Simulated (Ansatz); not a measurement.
An input meant for Zn₇S₇ (charge 0, singlet).

```yaml
crystal:
  periodic: [false, false, false]
  atoms:
    - {symbol: Zn, position_ang: [1.873452, -1.657174, -0.095585]}
    - {symbol: Zn, position_ang: [-1.355686, 1.910246, -1.443538]}
    - {symbol: Zn, position_ang: [-1.378762, -0.705751, -1.490861]}
    - {symbol: Zn, position_ang: [-1.830016, 0.718727, 1.224672]}
    - {symbol: Zn, position_ang: [-0.230072, -1.432288, 1.927452]}
    - {symbol: Zn, position_ang: [1.198447, 0.902988, -1.655473]}
    - {symbol: Zn, position_ang: [1.955045, 0.690289, 1.036957]}
    - {symbol: S, position_ang: [-3.114534, 0.696044, -0.688772]}
    - {symbol: S, position_ang: [-0.298800, -2.331116, -0.350820]}
    - {symbol: S, position_ang: [2.073472, -1.264140, 2.209842]}
    - {symbol: S, position_ang: [-0.425383, 0.716949, -3.184439]}
    - {symbol: S, position_ang: [0.179723, 2.064585, 0.384121]}
    - {symbol: S, position_ang: [3.145828, 0.099323, -0.957316]}
    - {symbol: S, position_ang: [-1.792704, -0.408682, 3.083771]}
basis:
  gaussian: {orbitals: aug-cc-pVDZ, fitting: {mean_field: def2-universal-jkfit}}
hamiltonian: {xc: {name: CCSD(T)}, dispersion: d4}
scf: {omitted_lower_state_checks: [starts]}
output: {forces: true}
```

```sh
$ ansatz run in.yaml --threads 2 --pin off --events-out ev --progress --plain --max-ram 32768MiB --backend cuda --devices 0, --max-vram 18GiB
```

Shortened log:

```
Error: YAML parse error: error: line 20 column 19: hamiltonian.xc: no functional is named "CCSD(T)"; the names, which are not case-sensitive, are SVWN5, SPW92, PBE, PBE0, PBEsol, revPBE, revPBE0, RPBE, rPW86-PBE, HSE06, wPBEh, LC-wPBE, HISS, HF, BLYP, B3LYP, B3LYP5, BHLYP, CAM-B3LYP, r2SCAN, r2SCANh, r2SCAN0, r2SCAN50, m-r2SCAN, B97, wB97, wB97X, wB97X-V, B97M-V, wB97M-V, B2PLYP, B2GP-PLYP, PBE0-DH, PBE-QIDH
  --> <input>:20:19
   |
18 | basis:
19 |   gaussian: {orbitals: aug-cc-pVDZ, fitting: {mean_field: def2-universal-jkfit}}
20 | hamiltonian: {xc: {name: CCSD(T)}, dispersion: d4}
   |                   ^ hamiltonian.xc: no functional is named "CCSD(T)"; the names, which are not case-sensitive, are SVWN5, SPW92, PBE, PBE0, PBEsol, revPBE, revPBE0, RPBE, rPW86-PBE, HSE06, wPBEh, LC-wPBE, HISS, HF, BLYP, B3LYP, B3LYP5, BHLYP, CAM-B3LYP, r2SCAN, r2SCANh, r2SCAN0, r2SCAN50, m-r2SCAN, B97, wB97, wB97X, wB97X-V, B97M-V, wB97M-V, B2PLYP, B2GP-PLYP, PBE0-DH, PBE-QIDH
21 | scf: {omitted_lower_state_checks: [starts]}
22 | output: {forces: true}
   |
```

Problem. Something in this input is off. What?

Solution. The method's name isn't one that the program takes here. The program refused the input.
